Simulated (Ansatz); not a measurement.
Z-matrix (Å, degrees):
```
C
C 1 1.505
H 1 1.093 2 110.5
H 1 1.094 2 110.3 3 118.8
H 1 1.087 2 109.4 3 -120.7
N 2 1.403 1 114.1 3 -58.0
O 2 1.201 1 123.4 3 122.2
B 6 1.409 2 126.6 1 -179.7
H 6 1.009 2 114.1 1 0.2
H 8 1.195 6 117.1 2 180.0
H 8 1.188 6 119.6 2 -0.0
```

The species carries charge 0 and has multiplicity 1.

Q: List the PBE0/def2-TZVPP orbital energies in eV (the Gaussian-basis code of Ansatz). (Estimate.)

A: Ansatz gave: Occupied: -522.24, -392.25, -281.40, -278.63, -184.62, -29.65, -25.66, -21.18, -16.92, -15.49, -13.89, -13.12, -12.40, -11.84, -11.08, -10.97, -9.44, -8.86, -7.80. Lowest empty: -1.15, 0.61, 0.96, 1.92, 2.46, 2.98, 3.03, 3.26.
